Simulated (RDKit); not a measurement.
Torsional profile of C8H10O2, SMILES c1oc(cc1)CCC(C)=O, singlet. Scanned: dihedral O3–C2–C4–C5 and dihedral C2–C4–C5–C6; all other coordinates were relaxed at GFN2-xTB. Points at φ and −φ are mirror images.

Atom numbering (GFN2-xTB optimised geometry, Å):
```
20

C     -2.6613     0.2557    -1.0846
C     -1.8106     0.3889     0.1531
O     -1.6600     1.4323     0.7331
C     -1.1722    -0.9087     0.6113
C      0.0879    -0.6639     1.4526
C      1.2040    -0.1592     0.6033
C      1.5981     1.1053     0.2832
C      2.6969     0.9671    -0.6013
C      2.8868    -0.3693    -0.7541
O      1.9872    -1.0615    -0.0316
H     -3.2767     1.1414    -1.2178
H     -3.2871    -0.6313    -1.0287
H     -2.0028     0.1538    -1.9460
H     -1.9187    -1.4315     1.2162
H     -0.9420    -1.5357    -0.2511
H     -0.1390     0.0785     2.2182
H      0.3943    -1.5961     1.9297
H      1.1548     2.0150     0.6315
H      3.2627     1.7550    -1.0548
H      3.5979    -0.9356    -1.3223
```

Calculation: UFF // GFN2-xTB (RDKit 2026.03.6).

Energy in kcal/mol above the lowest grid point; x is the dihedral O3–C2–C4–C5 (°), y the dihedral C2–C4–C5–C6 (°).

```
y \ x  -150  -120  -90  -60   -30     0    30   60   90  120   150   180
-----  ----  ----  ---  ---  ----  ----  ----  ---  ---  ---  ----  ----
180     2.6   1.1  0.9  0.0   1.9   2.0   1.9  0.0  0.9  1.1   2.6   2.2
150     4.3   2.7  2.8  2.1   4.8   5.7   4.5  2.5  3.8  3.6   6.5   5.7
120     7.7   5.6  5.5  4.4   7.2   8.5   7.0  4.6  6.1  6.0   8.3   8.5
90      5.2   3.8  3.4  2.6   4.7   4.9   4.4  1.6  3.1  3.1   5.3   5.3
60      4.1   1.7  1.6  1.5   4.2   3.9   2.7  0.3  1.8  3.4   6.0   4.6
30      7.5   6.7  6.2  6.1   9.3   9.9   8.4  5.3  5.9  6.5  12.8  12.1
0      13.9   8.8  9.5  9.3  12.7  14.0  12.7  9.3  9.5  8.8  13.9  17.4
-30    12.8   6.5  5.9  5.3   8.4   9.9   9.3  6.1  6.2  6.7   7.5  12.1
-60     6.0   3.4  1.8  0.3   2.7   3.9   4.2  1.5  1.6  1.7   4.1   4.6
-90     5.3   3.1  3.1  1.6   4.4   4.9   4.7  2.6  3.4  3.8   5.2   5.3
-120    8.3   6.0  6.1  4.6   7.0   8.5   7.2  4.4  5.5  5.6   7.7   8.5
-150    6.5   3.6  3.8  2.5   4.5   5.7   4.8  2.1  2.8  2.7   4.3   5.7
```

The six lowest points that lie below all their neighbours on the grid: x = -60, y = 180 (0.0 kcal/mol); x = 60, y = 180 (0.0 kcal/mol); x = -60, y = -60 (0.3 kcal/mol); x = 60, y = 60 (0.3 kcal/mol); x = -60, y = 60 (1.5 kcal/mol); x = 60, y = -60 (1.5 kcal/mol). The lowest path on the grid from the first to the second passes x = 0, y = 180 at 2.0 kcal/mol.
